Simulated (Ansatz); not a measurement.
Harmonic frequencies (cm⁻¹) at PBE0-D4/def2-TZVP from Ansatz: 157, 180, 195, 257, 273, 298, 351, 657, 703, 744, 758, 811, 1558, 1565, 3613, 3614, 3718, 3718.

Each molecule was computed in one conformer, which needn't be the lowest.

Problem. Which molecule is it?
A. `[NH2][Ga]([NH2])[F]`
B. `[GaH2][SeH]`
C. `C#[C][Ga]([F])[Cl]`
D. `[SH][GaH][SH]`

Solution. A.
